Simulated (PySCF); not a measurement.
## Relaxation of doublet RuNCl₂

Computed with UPBE0 in PySCF with Ru def2-TZVP with ECP28, N def2-TZVP, Cl def2-TZVP; scalar-relativistic core potentials, no spin–orbit coupling; density-fitted integrals. A (50,194) grid was used.

A hand-made T-shaped (ligand arrangement 1) start, of Cs symmetry, held to at least that symmetry:

```xyz
4
charge 0 multiplicity 2, angstrom
Ru   -0.2902    0.0000   -0.4408
N    -2.0291    0.0000   -0.3801
Cl   -0.2902    0.0000    1.7992
Cl    1.9484    0.0000   -0.3626
```

Optimiser trace:
```json
{"step": "0", "E − E(last) (kJ/mol)": "201.10", "largest gradient (Eh/bohr)": "0.09563"}
{"step": "1", "E − E(last) (kJ/mol)": "133.51", "largest gradient (Eh/bohr)": "0.04845"}
{"step": "2", "E − E(last) (kJ/mol)": "84.27", "largest gradient (Eh/bohr)": "0.10554"}
{"step": "3", "E − E(last) (kJ/mol)": "39.15", "largest gradient (Eh/bohr)": "0.03869"}
{"step": "4", "E − E(last) (kJ/mol)": "24.51", "largest gradient (Eh/bohr)": "0.02529"}
{"step": "5", "E − E(last) (kJ/mol)": "4.85", "largest gradient (Eh/bohr)": "0.02466"}
{"step": "6", "E − E(last) (kJ/mol)": "1.28", "largest gradient (Eh/bohr)": "0.00699"}
{"step": "7", "E − E(last) (kJ/mol)": "0.34", "largest gradient (Eh/bohr)": "0.00713"}
{"step": "8", "E − E(last) (kJ/mol)": "0.33", "largest gradient (Eh/bohr)": "0.00332"}
{"step": "9", "E − E(last) (kJ/mol)": "0.15", "largest gradient (Eh/bohr)": "0.00318"}
{"step": "10", "E − E(last) (kJ/mol)": "0.07", "largest gradient (Eh/bohr)": "0.00273"}
{"step": "11", "E − E(last) (kJ/mol)": "0.00", "largest gradient (Eh/bohr)": "0.00103"}
{"step": "12", "E − E(last) (kJ/mol)": "0.00", "largest gradient (Eh/bohr)": "0.00027"}
```

It ends at C2v with Ru–Cl 2.239 Å (×2), Ru–N 1.562 Å; Cl–Ru–Cl 122.5°, Cl–Ru–N 118.8° (×2) (after a last refinement on a finer grid). A frequency run shows a minimum.

Final geometry:
Z-matrix (Å, degrees; charge 0 multiplicity 2):
```
Ru
N  1 1.5624
Cl 1 2.2385 2 118.76
Cl 1 2.2385 2 118.76 3 180.00
```

Other spin states or occupations of the open shell can lie lower.

The relaxation took 47 s on 4 threads of a shared Arm Neoverse V2 host, with 145 basis functions and 13 gradients; the process peaked at 0.81 GiB.
